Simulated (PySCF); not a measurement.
**Correlation energy of In (indium, neutral)**

[Kr] 4d10 5s2 5p1, 2P determinant. Calculation: PySCF 2.14, in ANO-RCC-VTZP (7s6p4d2f1g, 68 functions); the spin-free X2C one-electron Hamiltonian (Gaussian nucleus). Frozen: [Kr] 4d10; 3 electrons correlated.

```tsv
level	correlation energy (mhartree)
CCSD	-39.53
(T)	-0.54
CCSD(T)	-40.07
```

Diagnostics: T1 = 0.011, D1 = 0.0252, largest double amplitude 0.090.

Question: Is a single reference adequate?

Answer: Mostly. T1 lies below 0.03, but a double amplitude of this size points to a near-degeneracy that CCSD handles and MP2 describes poorly.
